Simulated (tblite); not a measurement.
C9H11N.
Cartesian coordinates in Å at the GFN2-xTB level; atoms count from 1:
```xyz
21
C9H11N angstrom
C      2.600   -0.099    0.460
C      1.775    0.325   -0.756
C      0.313    0.083   -0.522
C     -0.378   -0.892   -1.112
C     -1.842   -1.097   -0.856
C     -2.210   -0.702    0.575
C     -1.579    0.600    0.945
C     -0.388    0.953    0.433
C      0.211    2.174    0.815
N      0.689    3.168    1.131
H      3.658    0.065    0.273
H      2.314    0.480    1.336
H      2.443   -1.154    0.675
H      1.943    1.387   -0.949
H      2.100   -0.241   -1.632
H      0.091   -1.533   -1.844
H     -2.117   -2.137   -1.038
H     -2.409   -0.481   -1.566
H     -3.294   -0.644    0.687
H     -1.849   -1.466    1.275
H     -2.080    1.228    1.668
```

Computed with GFN2-xTB (tblite): harmonic, unscaled wavenumbers at the GFN2-xTB geometry, gas phase. Errors from tens to a few hundred cm⁻¹ against measured bands are possible. One conformer, not necessarily the lowest.

Harmonic wavenumbers (cm⁻¹): 65.3, 81.2, 134.7, 147.4, 203.9, 210.3, 255.0, 325.5, 350.3, 405.1, 482.9, 504.7, 558.5, 625.5, 665.9, 714.4, 799.0, 820.4, 827.3, 859.6, 935.8, 998.9, 1019.1, 1025.3, 1082.0, 1086.3, 1139.8, 1142.2, 1171.0, 1181.7, 1229.7, 1234.3, 1259.8, 1321.2, 1326.2, 1341.2, 1351.1, 1411.8, 1458.5, 1471.8, 1478.9, 1500.9, 1502.8, 1629.6, 1695.9, 2369.9, 2901.4, 2912.5, 2966.5, 2984.1, 2988.4, 2993.2, 3029.0, 3036.3, 3041.7, 3075.5, 3076.7.

A = 1863, B = 1199, C = 825.6 MHz; mass 133.089 u (most abundant isotopes); point group C1, symmetry number 1.

Zero-point energy?

½Σν̃ = 38204 cm⁻¹ = 109.23 kcal/mol.

Entropy at 298.15 K, 1 bar (ideal gas, RRHO, classical rotation)?

Translation 40.60, rotation 29.55, vibration 27.64: S = 97.8 cal/(mol K).

And Cp and H(298.15 K) − H(0)?

Cp = 39.25 cal/(mol K), of which vibrations give 31.31 (their classical limit is 57 R = 113.3); H(298.15 K) − H(0) = 6.91 kcal/mol without the zero-point energy, 4.54 from vibrations.

Blend soft modes into free rotors: weight 1/[1 + (100 cm⁻¹/ν̃)⁴] for the oscillator and the rest for a rotor with moment μB/(μ + B), μ = h/(8π²ν), B = 10⁻⁴⁴ kg m². What vibrational entropy results?

26.14 cal/(mol K) in place of 27.64, which changes −T·S at 298.15 K by +0.45 kcal/mol.

How do the functions run with temperature in this model?

```tsv
T (K)	S (cal/(mol K))	Cp (cal/(mol K))	H − H(0) (kcal/mol)	G − H(0) (kcal/mol)	ln q(vib)
150	77.0	23.5	2.29	-9.25	2.50
250	91.4	33.9	5.15	-17.69	5.01
400	110.9	50.5	11.49	-32.87	8.88
600	135.0	68.4	23.48	-57.50	14.13
900	166.3	85.8	46.82	-102.83	21.78
```

q(vib) and H(0) count from the zero-point level.

Which modes carry the vibrational entropy at 298.15 K?

65.3 cm⁻¹: 4.29; 81.2 cm⁻¹: 3.86; 134.7 cm⁻¹: 2.88; 147.4 cm⁻¹: 2.71; 203.9 cm⁻¹: 2.10; 210.3 cm⁻¹: 2.04 cal/(mol K); the other 51 give 9.77 together.

What must be added to the electronic energy to get the Gibbs energy at 298.15 K and 1 bar?

ZPE + [H(298.15 K) − H(0)] − T·S = 109.23 + 6.91 − 29.15 = 86.99 kcal/mol.

Hindered rotation and anharmonicity are outside this model. Other conformers, if any are populated, would add a mixing term that is left out. The structure is chiral; the term R ln 2 for an equal mix with its mirror image is left out.
